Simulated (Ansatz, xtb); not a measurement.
# Isomers of Br2H2OSi2 in order of energy

4 gas-phase structures of Br2H2OSi2, found in a search over its isomers (lower ones may exist). Each was relaxed with GFN2-xTB; where two conformers were screened, the lower at r2SCAN-D4/def2-SVP is listed:

A. `Br[Si]O[SiH2]Br`, a singlet
B. `[SiH]O[SiH](Br)Br`, a singlet
C. `O=[SiH][SiH](Br)Br`, a singlet
D. `O=[Si](Br)[SiH2]Br`, a singlet

Question: Estimate their order in r2SCAN-D4/def2-SVP energy at these geometries, lowest first.

Answer: Calculated order at r2SCAN-D4/def2-SVP: A (0.0), B (15.8), D (33.0), C (41.4) kcal/mol.

Energies above the lowest of each column, in kcal/mol; the last columns are at B3LYP/6-31G* geometries and were run for some of them only (a dash: not run or not comparable):

```tsv
structure	GFN2-xTB	HF/STO-3G	r2SCAN-D4/def2-SVP	B3LYP/6-31G*	CCSD(T)/def2-SVP + ΔMP2/def2-TZVPP
A	0.0	0.0	0.0	0.0	0.0
B	16.2	19.7	15.8	17.4	14.3
D	23.4	52.5	33.0	–	–
C	22.6	62.5	41.4	–	–
```

Every level run on A puts it lowest or level with the lowest. Some further structures that were screened fall inside this span and aren't listed. Flexible structures stand in one conformer each, not always the lowest. Frequencies (B3LYP/6-31G*) were run for A, B alone. ΔMP2 is the change of the MP2 energy from the smaller to the larger basis.

Over these structures GFN2-xTB departs from r2SCAN-D4/def2-SVP by 7.2 kcal/mol on average once a common shift is removed. A GFN2-xTB relaxation took about 0.21 s and the r2SCAN-D4/def2-SVP energy about 3.3 s on a shared host (Ansatz 0.2.0, xtb 6.7.1 (Pople sets with spherical d functions)).
